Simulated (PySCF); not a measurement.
C₄H₁₂N₂Si₂.
Cartesian coordinates in Å at the GFN2-xTB level; atoms count from 1:
```xyz
20
C4H12N2Si2 angstrom
C     -3.678   -0.270   -0.445
Si    -1.880    0.258   -0.702
N     -1.010   -0.465    0.593
C      0.365   -0.206    0.950
C      1.244   -0.027   -0.277
Si     3.068    0.213    0.186
C      4.027    0.380   -1.409
N      4.629    0.480   -2.378
H     -3.776   -1.350   -0.405
H     -4.292    0.085   -1.265
H     -4.093    0.136    0.473
H     -1.801    1.732   -0.734
H     -1.365   -0.265   -1.974
H     -1.547   -0.765    1.394
H      0.446    0.692    1.584
H      0.734   -1.054    1.541
H      0.882    0.832   -0.844
H      1.119   -0.898   -0.923
H      3.629   -0.951    0.879
H      3.294    1.453    0.934
```

Computed at PBE0/pcSseg-1 (PySCF, non-relativistic), with Q(14N) = 0.02044 b: N3, 14N (I = 1): χzz = -5.238 MHz, η = 0.340; N8, 14N (I = 1): χzz = -5.547 MHz, η = 0.004.

(1) Find the zero-field quadrupole resonance frequencies of 14N at N3.

(2) Find the zero-field quadrupole resonance frequencies of 14N at N8.

Results:

(1) From ν± = (3/4)|χ|(1 ± η/3) and ν0 = |χ|η/2: ν+ 4.373 MHz, ν− 3.483 MHz, ν0 0.890 MHz (silicon-bound nitrogen).

(2) From ν± = (3/4)|χ|(1 ± η/3) and ν0 = |χ|η/2: ν+ 4.165 MHz, ν− 4.155 MHz, ν0 0.010 MHz (cyano nitrogen).

In a crystal, neighbours and librations shift these lines. Geometry: GFN2-xTB, one conformer, isolated molecule. GFN2-xTB bond lengths can be off by several hundredths of an ångström, more for odd bonds, and the gradients follow them. The small basis limits the accuracy of the gradients.
